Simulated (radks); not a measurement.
Coulomb parameter of the 3d shell of the manganese ion Mn2+ in the model configuration [Ar] 3d3.5 4s1.5, as a second difference U = [E(n + 0.5) + E(n - 0.5) - 2 E(n)] / (0.5)^2 with all orbitals relaxed. "Bare": the charge of the atom changes with n. "Screened": the 4s shell takes up the change at fixed total charge, which measures U(3d,3d) + U(4s,4s) - 2 U(3d,4s). Method: Dirac Kohn-Sham, PBE, spin-unpolarised, spherical densities, point nucleus; open shells are shared between the two j in proportion to 2j + 1; computed with a radial shooting solver on a logarithmic mesh with Libxc functionals.

| case | configuration | E - E(n) (eV) |
|---|---|---|
| start | [Ar] 3d3.5 4s1.5 | 0.000 |
| bare +0.5 | [Ar] 3d4 4s1.5 | -14.604 |
| bare -0.5 | [Ar] 3d3 4s1.5 | 18.972 |
| screened +0.5 | [Ar] 3d4 4s1 | -4.846 |
| screened -0.5 | [Ar] 3d3 4s2 | 5.974 |

U(bare) = 17.471 eV, U(screened by 4s) = 4.513 eV.
